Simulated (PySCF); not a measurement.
Numbering as in the mapped SMILES `[CH3:1][O:2][CH2:3][B:4]1[NH:5][BH:6][NH:7][BH:8][NH:9]1`. Each H is labelled by its parent atom.

Geometry: PBE0-D3(BJ)/def2-SVP; GIAO shifts from PySCF 2.14.0 with density-fitted response routines, gas phase, non-relativistic, averaged over equivalent atoms.

At PBE0/pcSseg-1 (203 basis functions, 26 s wall time on 1 thread of an AMD EPYC 9B14, shared host):
```csv
atoms,δ (ppm)
C3,63.8
C1,61.9
O2,-1.0
B4,32.2
B6/B8,27.6
N7,144.1
N5/N9,137.4
H(N5)/H(N9),5.67
H(N7),5.56
H(B6)/H(B8),4.77
H(C1),3.28
H(C3),3.04
```

Chemical shifts δ = σref − σ; ¹³C (σ = 184.41 ppm) and ¹H (σ = 31.27 ppm) vs TMS; H2O for ¹⁷O (σ = 334.56 ppm); ¹¹B (σ = 100.73 ppm) against BF3·OEt2; ¹⁵N (σ = 265.67 ppm) against NH3, all at this level.

**Question.** Predict the values at WP04/pcSseg-1 on the same geometry.

**Answer.** 
```csv
atoms,δ at WP04/pcSseg-1,change
C3,63.9,+0.1
C1,62.5,+0.6
O2,4.3,+5.3
B4,33.5,+1.3
B6/B8,28.7,+1.1
N7,126.8,-17.3
N5/N9,121.4,-16.0
H(N5)/H(N9),5.24,-0.43
H(N7),5.06,-0.50
H(B6)/H(B8),4.13,-0.64
H(C1),3.12,-0.16
H(C3),2.90,-0.14
```

Referencing at the same level of theory: TMS for ¹³C (172.44 ppm) and ¹H (31.56 ppm); ¹⁷O (317.54 ppm) against H2O; ¹¹B (95.72 ppm) vs BF3·OEt2; ¹⁵N (246.90 ppm) against NH3.

The largest change is at N7 (nitrogen bonded to 2 B, H, in a 6-membered ring). Cost: 203 basis functions, 25 s wall time on 1 thread of an AMD EPYC 9B14, shared host.

A carbon bonded to boron is broadened by the quadrupolar boron nucleus and is often missing from a measured spectrum. Experimental scales use liquid or dissolved standards, which lie at an offset from isolated NH3 (liquid NH3: subtract about 20 ppm) and H2O (liquid H2O: subtract about 36 ppm).
